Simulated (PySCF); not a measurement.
dihydroxy(hydroxysilyl)silane (H6O3Si2), SMILES O[SiH2][SiH](O)O.

Geometry optimised at ωB97X-D3(BJ)/def2-SVP. Other conformers were not sampled.

Calculation: PySCF with HF/def2-TZVP.

Computed frontier levels, gap, dipole moment and polarisability:
```json
{
 "highest_occupied_level": "-10.91 eV",
 "lowest_empty_level": "2.49 eV",
 "orbital_gap": "13.40 eV",
 "dipole_moment": "1.46 D",
 "quadrupole, principal values (traceless, Buckingham form, about the centre of nuclear charge)": "-12.01, -3.47, 15.48 D·Å",
 "mean_static_polarisability": "55.6 bohr³ (8.24 Å³)",
 "polarisability_principal_values": "51.4, 52.3, 63.0 bohr³"
}
```
